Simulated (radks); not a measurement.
Species: Nd IV. Configuration: [Kr] 4d10 4f3 5s2 5p5 6p1 (not the ground configuration). Method: Dirac Kohn-Sham, BLYP, spin-unpolarised, spherical densities, finite nucleus; open shells fill j = l - 1/2 first; Fermi nuclear charge, rms radius 4.9123 fm; computed with a radial shooting solver on a logarithmic mesh with Libxc functionals.

Normalised radial functions P(r) = r R(r) (large component), r in bohr:

r,4f5/2,6p1/2,6p3/2
0.002796,0.0000,0.0038,0.0017
0.004412,0.0000,0.0072,0.0040
0.00696,0.0000,0.0137,0.0089
0.01098,0.0000,0.0259,0.0192
0.01733,0.0002,0.0469,0.0383
0.02734,0.0008,0.0763,0.0678
0.04279,0.0038,0.0999,0.0962
0.06751,0.0169,0.0795,0.0875
0.1065,0.0644,-0.0250,-0.0063
0.168,0.2016,-0.1413,-0.1326
0.2651,0.4873,-0.0521,-0.0741
0.415,0.8478,0.1902,0.1714
0.6547,1.0255,0.0856,0.1179
1.033,0.8370,-0.3094,-0.2806
1.63,0.4633,-0.1665,-0.2135
2.572,0.1544,0.4711,0.4159
4.025,0.0246,0.5714,0.5851
6.35,0.0010,0.1610,0.1822
10.02,0.0000,0.0075,0.0096

4f5/2: eigenvalue -36.755 eV, 0 radial nodes, <r> = 0.947 bohr, 90 % of the charge inside 1.60 bohr. 6p1/2: eigenvalue -19.279 eV, 4 radial nodes at r = 0.0979, 0.292, 0.722, 1.85 bohr, <r> = 3.61 bohr, 90 % of the charge inside 5.10 bohr. 6p3/2 (empty): eigenvalue -18.559 eV, 4 radial nodes at r = 0.104, 0.306, 0.754, 1.93 bohr, <r> = 3.73 bohr, 90 % of the charge inside 5.27 bohr.
